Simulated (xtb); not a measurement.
sulfur monoxide (OS), triplet, from a rough starting geometry; GFN2-xTB in xtb.

Here is a job for xtb.
```
$ xtb mol.xyz --gfn 2 --uhf 2 --opt vtight --json

# file mol.xyz
2

O      0.01516283    -0.04991420    -0.81108363
S      0.01237945     0.01245800     0.74344473
```

**Question.** Write the output that xtb gives for this input, abridged.

**Answer.** 
```
   ID    Z sym.   atoms
    1    8 O      1
    2   16 S      2

           -------------------------------------------------
          |                Calculation Setup                |
           -------------------------------------------------

           -------------------------------------------------
          |                 G F N 2 - x T B                 |
           -------------------------------------------------

          ...................................................
          :                      SETUP                      :
          :.................................................:
          :  # basis functions                  14          :
          :  # atomic orbitals                  13          :
          :  # shells                            5          :
          :  # electrons                        12          :
          :  max. iterations                   250          :
          :  Hamiltonian                  GFN2-xTB          :
          :  restarted?                      false          :
          :  GBSA solvation                  false          :
          :  PC potential                    false          :
          :  electronic temp.          300.0000000     K    :
          :  accuracy                    1.0000000          :
          :  -> integral cutoff          0.2500000E+02      :
          :  -> integral neglect         0.1000000E-07      :
          :  -> SCF convergence          0.1000000E-05 Eh   :
          :  -> wf. convergence          0.1000000E-03 e    :
          :  Broyden damping             0.4000000          :
          :  net charge                          0          :
          :  unpaired electrons                  2          :
          ...................................................

 iter      E             dE          RMSdq      gap      omega  full diag
   1     -7.2073361 -0.720734E+01  0.756E+00    4.87       0.0  T
   2     -7.2326203 -0.252841E-01  0.215E+00    4.84       1.0  T
   3     -7.2362972 -0.367695E-02  0.175E+00    4.90       1.0  T
   4     -7.2368698 -0.572620E-03  0.339E-01    4.90       1.0  T
   5     -7.2369799 -0.110094E-03  0.156E-01    4.90       1.0  T
   6     -7.2369728  0.717399E-05  0.108E-01    4.90       1.0  T
   7     -7.2369813 -0.857540E-05  0.362E-02    4.90       2.0  T
   8     -7.2369825 -0.115551E-05  0.551E-03    4.90      12.8  T
   9     -7.2369825 -0.250148E-07  0.264E-04    4.90     268.1  T
[...]
         :: total energy              -7.228680953760 Eh    ::
 * total energy  :    -7.2286810 Eh     change       -0.5684342E-13 Eh
 * total energy  :    -7.2329489 Eh     change       -0.4267940E-02 Eh
 * total energy  :    -7.2347715 Eh     change       -0.1822569E-02 Eh
 * total energy  :    -7.2349746 Eh     change       -0.2030912E-03 Eh
 * total energy  :    -7.2349791 Eh     change       -0.4500296E-05 Eh
 * total energy  :    -7.2349791 Eh     change       -0.6330731E-08 Eh
   *** GEOMETRY OPTIMIZATION CONVERGED AFTER 6 ITERATIONS ***
         :: total energy              -7.234979060747 Eh    ::
[...]
         7        1.0000           -0.3722866             -10.1304 (HOMO)
         8                         -0.1783376              -4.8528 (LUMO)
         9                         -0.0417987              -1.1374
        10                         -0.0417987              -1.1374
        11                          0.0703264               1.9137
        12                          0.0703264               1.9137
        13                          0.7818645              21.2756
      -------------------------------------------------------------
                  HL-Gap            0.1939490 Eh            5.2776 eV
             Fermi-level           -0.3640436 Eh           -9.9061 eV

     #   Z          covCN         q      C6AA      α(0)
     1   8 O        0.859    -0.311    19.973     5.992
     2  16 S        0.859     0.311   127.217    19.078

 Mol. C6AA /au·bohr⁶  :        245.024079
 Mol. C8AA /au·bohr⁸  :       9711.792721
 Mol. α(0) /au        :         25.069745

Wiberg/Mayer (AO) data.
largest (>0.10) Wiberg bond orders for each atom

 ---------------------------------------------------------------------------
     #   Z sym  total        # sym  WBO       # sym  WBO       # sym  WBO
 ---------------------------------------------------------------------------
     1   8 O    2.164 --     2 S    2.164
     2  16 S    2.164 --     1 O    2.164
 ---------------------------------------------------------------------------

Topologies differ in total number of bonds
Writing topology from bond orders to xtbtopo.mol

molecular dipole:
                 x           y           z       tot (Debye)
 q only:       -0.002       0.035       0.860
   full:       -0.001       0.029       0.719       1.828
molecular quadrupole (traceless):
                xx          xy          yy          xz          yz          zz
 q only:        0.056       0.001       0.053       0.034      -0.049      -0.109
  q+dip:        0.610       0.001       0.604       0.031      -0.109      -1.215
   full:        0.682       0.001       0.676       0.032      -0.117      -1.357

optimized geometry written to: xtbopt.xyz

           -------------------------------------------------
          | TOTAL ENERGY               -7.234979060747 Eh   |
          | GRADIENT NORM               0.000067457798 Eh/α |
          | HOMO-LUMO GAP               5.277621207310 eV   |
           -------------------------------------------------
```
